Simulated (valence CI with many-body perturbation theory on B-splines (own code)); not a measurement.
# Basis-set convergence for Lu

Calculated by relativistic CI+MBPT: three valence electrons over a frozen Dirac-Fock core [Xe] 4f14, a basis of 7 s, 7 p, 8 d, 6 f, 4 g, 1 h functions for each j, with the one-electron correlation potential Σ1 (screened to all orders), the two-electron term Σ2, the three-electron term Σ3, Breit, model QED; selected single and double excitations, second order for the rest, scaled by the run's own slope (own B-spline code, finite nucleus).

Against 30 measured levels this calculation errs by 555 cm⁻¹ on average and by 992 at most. These come from a selection out of the NIST Handbook of Basic Atomic Spectroscopic Data. Levels without a partner in it may be off by more, other configurations by 1,000 to 4,000 cm⁻¹. 1 measured level below the end of the list, from 25861 cm⁻¹ on, found no clear computed partner, and computed levels of the same name lie up to 3707 cm⁻¹ from them.

The reference run has the lowest level 5d6s² ²D_3/2 and an ionisation energy of 5.47047 eV. Its largest variational space holds 12004 state functions.

Changed runs:
A. basis 6 s, 6 p, 5 d, 5 f, 1 g
B. basis 5 s, 5 p, 4 d, 4 f

Excitation energies of the reference run in cm⁻¹, and shifts in cm⁻¹:

```tsv
Level	Reference	A	B
5d6s² ²D_5/2	1895	-9.2	-3.5
6s²6p ²P°_1/2	4416	-146	-302
6s²6p ²P°_3/2	7772	-155	-316
5d6s6p ⁴F°_3/2	17030	-61	-145
5d²6s ⁴F_3/2	18015	+117	+132
5d6s6p ⁴F°_5/2	18091	-62	-144
5d²6s ⁴F_5/2	18529	+112	+129
5d²6s ⁴F_7/2	19312	+103	+120
5d6s6p ⁴F°_7/2	19985	-68	-148
5d²6s ⁴F_9/2	20250	+96	+117
5d6s6p ⁴D°_1/2	20332	-71	-145
5d6s6p ⁴D°_3/2	20754	-71	-143
Ionisation energy (eV)	5.47047	-0.02446	-0.04882
```
